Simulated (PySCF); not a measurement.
C₃H₅F₃OSSi.
SMILES with atom numbers: `[F:1][C:2]([F:3])([F:4])[S:5]/[CH:6]=[CH:7]/[O:8][SiH3:9]` (hydrogens: H10 on C6; H11 on C7; H12, H13, H14 on Si9)

Method: PBE0-D3(BJ)/def2-SVP geometry optimisation, gas phase (PySCF); density fitting, grid level 1; the optimiser is geomeTRIC in internal coordinates, started from a GFN2-xTB structure with every atom displaced at random (about 0.01 Å).

The end geometry, which sets the zero of energy:
```
atom  x, y, z in Å
F1      2.4149    0.3659   -1.2275
C2      2.7665    0.4739    0.0513
F3      2.4231    1.6969    0.4465
F4      4.0870    0.3585    0.1341
S5      2.0260   -0.8205    1.0898
C6      0.3311   -0.4076    0.8817
C7     -0.4124   -1.0656   -0.0258
O8     -1.7113   -0.8867   -0.2580
Si9    -2.7503    0.2164    0.4998
H10    -0.0905    0.3633    1.5356
H11     0.0372   -1.8360   -0.6627
H12    -4.0682   -0.0068   -0.1432
H13    -2.8015   -0.0714    1.9617
H14    -2.2588    1.6045    0.2694
```

Problem. These geometries come from the run, each turned onto the end geometry. Order them by energy, lowest first.
A.
```
atom  x, y, z in Å
F1      2.4897    0.4246   -1.2168
C2      2.7949    0.4796    0.0760
F3      2.4508    1.6925    0.5049
F4      4.1094    0.3442    0.2035
S5      2.0008   -0.8409    1.0379
C6      0.3224   -0.3816    0.8108
C7     -0.4429   -1.0810   -0.0460
O8     -1.7485   -0.9152   -0.2568
Si9    -2.7608    0.2056    0.5155
H10    -0.0771    0.4309    1.4278
H11    -0.0076   -1.8810   -0.6561
H12    -4.1068   -0.0379   -0.0607
H13    -2.7431   -0.0454    1.9858
H14    -2.2885    1.5903    0.2266
```
B.
```
atom  x, y, z in Å
F1      2.4075    0.8653   -1.0511
C2      2.8065    0.5427    0.1611
F3      2.4863    1.5617    0.9653
F4      4.1671    0.4500    0.1167
S5      2.0540   -1.0283    0.7197
C6      0.3729   -0.4829    0.6364
C7     -0.5220   -1.2188   -0.0020
O8     -1.8114   -0.9449   -0.0803
Si9    -2.7653    0.2769    0.5174
H10     0.1366    0.4123    1.1884
H11    -0.2583   -2.1329   -0.5068
H12    -4.0430   -0.2134    0.0355
H13    -2.6760    0.3561    1.9446
H14    -2.3622    1.5409   -0.0926
```
C.
```
atom  x, y, z in Å
F1      2.5790    0.5737   -1.1730
C2      2.8614    0.4841    0.1205
F3      2.5437    1.6555    0.6687
F4      4.1676    0.3064    0.2555
S5      2.0168   -0.8945    0.9346
C6      0.3627   -0.3623    0.6934
C7     -0.4861   -1.0917   -0.0539
O8     -1.8043   -0.9491   -0.2063
Si9    -2.8244    0.1851    0.5199
H10     0.0248    0.5200    1.2522
H11    -0.1006   -1.9381   -0.6365
H12    -4.2055   -0.1343    0.0546
H13    -2.7149    0.0588    2.0131
H14    -2.4273    1.5711    0.1096
```
D.
```
atom  x, y, z in Å
F1      2.5217    0.5823   -1.1877
C2      2.8095    0.5164    0.1080
F3      2.4549    1.6832    0.6460
F4      4.1228    0.3743    0.2406
S5      2.0116   -0.8887    0.9389
C6      0.3325   -0.4230    0.7324
C7     -0.4821   -1.1521   -0.0503
O8     -1.7910   -0.9591   -0.2146
Si9    -2.7575    0.2215    0.5169
H10    -0.0333    0.4258    1.3203
H11    -0.0979   -2.0029   -0.6242
H12    -4.1280   -0.0538    0.0223
H13    -2.6745    0.0834    1.9988
H14    -2.2960    1.5773    0.1051
```
E.
```
atom  x, y, z in Å
F1      2.5346    0.5867   -1.1843
C2      2.8043    0.5332    0.1161
F3      2.4192    1.6960    0.6437
F4      4.1192    0.4155    0.2682
S5      2.0169   -0.8829    0.9417
C6      0.3290   -0.4560    0.7133
C7     -0.4957   -1.1843   -0.0596
O8     -1.8023   -0.9671   -0.2106
Si9    -2.7396    0.2341    0.5225
H10    -0.0430    0.3948    1.2927
H11    -0.1279   -2.0432   -0.6311
H12    -4.1159   -0.0247    0.0418
H13    -2.6447    0.1054    2.0023
H14    -2.2611    1.5773    0.0956
```

Solution. A (0.002 eV), D (0.008 eV), E (0.015 eV), C (0.033 eV), B (0.250 eV).

In the order of the answer:

```
step  E above end (eV)  largest force (eV/Å)  rms force component (eV/Å)  rms distance from end (Å)  rms bond change (Å)  bond most changed (Å)
   8             0.002                  0.07                       0.019                      0.071                0.001           S5–C6 -0.002
   6             0.008                  0.07                       0.015                      0.170                0.001           C2–F3 +0.003
   5             0.015                  0.16                       0.050                      0.187                0.002          O8–Si9 -0.004
   3             0.033                  0.54                       0.150                      0.203                0.006         Si9–H13 +0.012
   0             0.250                  1.46                       0.516                      0.352                0.027         Si9–H13 -0.059
```

What follows is the cost of the whole optimisation. On one thread of an Arm Neoverse V2, no GPU, shared host with 96 logical CPUs at a one-minute load of 49, this took 2.3 min wall and 0.62 GiB of memory at its peak.
